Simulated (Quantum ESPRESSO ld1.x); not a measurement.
The run below uses ld1.x (Quantum ESPRESSO 7.5).

```
 &input
    atom='Ti',
    iswitch=1,
    rel=1,
    lsd=1,
    dft='SLA-VWN',
    config='[Ne] 3s1.5 3p6 3d1 4f0.5 4s0 4p0',
    verbosity='high',
    prefix='ld1',
    max_out_wfc=37,
    file_charge='ld1.rho',
 /
```

It prints:

```
     Program LD1 v.7.5 starts

     --------------------------- All-electron run ----------------------------

     scalar relativistic calculation

     atomic number is 22.00
     dft =SLA-VWN   lsd =1 sic =0 latt =0  beta=0.20 tr2=1.0E-14
     Exchange-correlation= SLA-VWN
                           (   1   2   0   0   0   0   0)
     mesh =1963 r(mesh) =  99.97874 a.u. xmin = -8.00 dx = 0.00800
     1 Ry =  13.60569312 eV, c = 137.03599908

     n l     nl                  e(Ry)          e(Ha)          e(eV)
     1 0     1S 1( 1.00)    -360.061205340    -180.030602670  -4898.8822653
     2 0     2S 1( 1.00)     -42.505059304     -21.252529652   -578.3107931
     2 1     2P 1( 3.00)     -35.778042333     -17.889021167   -486.7850645
     3 0     3S 1( 1.00)      -7.512699240      -3.756349620   -102.2154804
     3 1     3P 1( 3.00)      -5.743598109      -2.871799054    -78.1456333
     3 2     3D 1( 1.00)      -3.054397149      -1.527198575    -41.5571903
     4 3     4F 1( 0.50)      -0.805502141      -0.402751071    -10.9594149
     4 0     4S 1( 0.00)      -2.180983353      -1.090491676    -29.6737902
     4 1     4P 1( 0.00)      -1.754735725      -0.877367862    -23.8743958
     1 0     1S 2( 1.00)    -360.041582272    -180.020791136  -4898.6152799
     2 0     2S 2( 1.00)     -42.452964409     -21.226482205   -577.6020059
     2 1     2P 2( 3.00)     -35.733429353     -17.866714677   -486.1780740
     3 0     3S 2( 0.50)      -7.372292739      -3.686146369   -100.3051526
     3 1     3P 2( 3.00)      -5.608381513      -2.804190757    -76.3059178
     3 2     3D 2( 0.00)      -2.929798410      -1.464899205    -39.8619381
     4 3     4F 2( 0.00)      -0.758706505      -0.379353253    -10.3227279
     4 0     4S 2( 0.00)      -2.110597734      -1.055298867    -28.7161451
     4 1     4P 2( 0.00)      -1.687676454      -0.843838227    -22.9620079

     final scf error:  8.2E-15 reached in  26 iterations

     Etot =   -1696.714930 Ry,    -848.357465 Ha,  -23084.982655 eV
     Total magnetization:    2.00 Bohr mag.

     Ekin =    1710.211775 Ry,     855.105888 Ha,   23268.616586 eV
     Encl =   -3982.746882 Ry,   -1991.373441 Ha,  -54188.031861 eV
     Eh   =     653.562084 Ry,     326.781042 Ha,    8892.165151 eV
     Exc  =     -77.741907 Ry,     -38.870954 Ha,   -1057.732532 eV

     normalization and overlap integrals

     s(1S/1S) =  1.000000  <r> =   0.0697  <r2> =    0.0065  r(max) =   0.0458
     s(1S/2S) = -0.002180
     s(1S/3S) = -0.000809
     s(1S/4S) = -0.000334
     s(2S/2S) =  1.000000  <r> =   0.3258  <r2> =    0.1256  r(max) =   0.2685
     s(2S/3S) = -0.000447
     s(2S/4S) = -0.000180
     s(2P/2P) =  1.000000  <r> =   0.2903  <r2> =    0.1040  r(max) =   0.2198
     s(2P/3P) = -0.000355
     s(2P/4P) = -0.000137
     s(3S/3S) =  1.000000  <r> =   0.9828  <r2> =    1.1096  r(max) =   0.8633
     s(3S/4S) = -0.000103
     s(3P/3P) =  1.000000  <r> =   1.0381  <r2> =    1.2586  r(max) =   0.8842
     s(3P/4P) = -0.000082
     s(3D/3D) =  1.000000  <r> =   1.1876  <r2> =    1.7269  r(max) =   0.8913
     s(4F/4F) =  1.000000  <r> =   4.5458  <r2> =   23.1602  r(max) =   4.0754
     s(4S/4S) =  1.000000  <r> =   2.5344  <r2> =    7.2427  r(max) =   2.3093
     s(4P/4P) =  1.000000  <r> =   2.8661  <r2> =    9.2972  r(max) =   2.5830
     s(1S/1S) =  1.000000  <r> =   0.0697  <r2> =    0.0065  r(max) =   0.0458
     s(1S/2S) = -0.002181
     s(1S/3S) = -0.000807
     s(1S/4S) = -0.000332
     s(2S/2S) =  1.000000  <r> =   0.3256  <r2> =    0.1254  r(max) =   0.2685
     s(2S/3S) = -0.000446
     s(2S/4S) = -0.000179
     s(2P/2P) =  1.000000  <r> =   0.2901  <r2> =    0.1038  r(max) =   0.2198
     s(2P/3P) = -0.000354
     s(2P/4P) = -0.000136
     s(3S/3S) =  1.000000  <r> =   0.9853  <r2> =    1.1159  r(max) =   0.8633
     s(3S/4S) = -0.000102
     s(3P/3P) =  1.000000  <r> =   1.0423  <r2> =    1.2697  r(max) =   0.8842
     s(3P/4P) = -0.000081
     s(3D/3D) =  1.000000  <r> =   1.2010  <r2> =    1.7703  r(max) =   0.8913
     s(4F/4F) =  1.000000  <r> =   4.7087  <r2> =   24.9034  r(max) =   4.2079
     s(4S/4S) =  1.000000  <r> =   2.5480  <r2> =    7.3232  r(max) =   2.3093
     s(4P/4P) =  1.000000  <r> =   2.8876  <r2> =    9.4448  r(max) =   2.6038

     ------------------------ End of All-electron run ------------------------
```

Run on one thread of a shared host, so times are rough (Intel(R) Xeon(R) Processor @ 2.60GHz): 0.8 s of CPU time, 0.91 s wall, 26 iterations on 1963 mesh points.
